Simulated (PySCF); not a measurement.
C₄H₁₀Ge₂SSi.
Numbering: `[GeH3:1][GeH2:2][SiH2:3][c:4]1[cH:5][cH:6][cH:7][s:8]1` (hydrogens: H9, H10, H11 on Ge1; H12, H13 on Ge2; H14, H15 on Si3; H16 on C5; H17 on C6; H18 on C7)

Torsions of this conformer, `[GeH3:1][GeH2:2][SiH2:3][c:4]1[cH:5][cH:6][cH:7][s:8]1`: Ge1–Ge2–Si3–C4 -38°, Ge2–Si3–C4–C5 -76°.

The closed-shell ground state was solved at several levels (PySCF, density fitting, gas phase). Isolated species at its PBE0-D3(BJ)/def2-SVP geometry (one conformer only). Relativistic effects, spin–orbit coupling among them, are left out although an element past zinc is present.

| level | basis functions | HOMO (eV) | LUMO (eV) | gap (eV) | dipole (D) |
| --- | --- | --- | --- | --- | --- |
| wB97X-D/pcSseg-1 | 248 | -8.66 | 0.73 | 9.39 | 1.05 |
| CAM-B3LYP/def2-SVPD | 287 | -8.06 | 0.10 | 8.16 | 1.02 |

Estimate the row for PBE0/pcSseg-1, a basis of 248 functions; the other rows only guide the guess.

HOMO -6.92 eV, LUMO -0.95 eV, gap 5.97 eV, dipole 1.07 D.

Over all these levels, which gives the widest orbital gap and which the narrowest?

wB97X-D/pcSseg-1 (range-separated hybrid) has the widest, 9.39 eV, and PBE0/pcSseg-1 (global hybrid, 25 % exact exchange) the narrowest, 5.97 eV. The two share the basis. From the narrowest to the widest the HOMO moves by -1.74 eV and the LUMO by +1.68 eV.

How far do the dipole and the HOMO energy spread over the levels?

The dipole runs from 1.02 to 1.07 D (mean 1.04 D) and the HOMO from -8.66 to -6.92 eV.
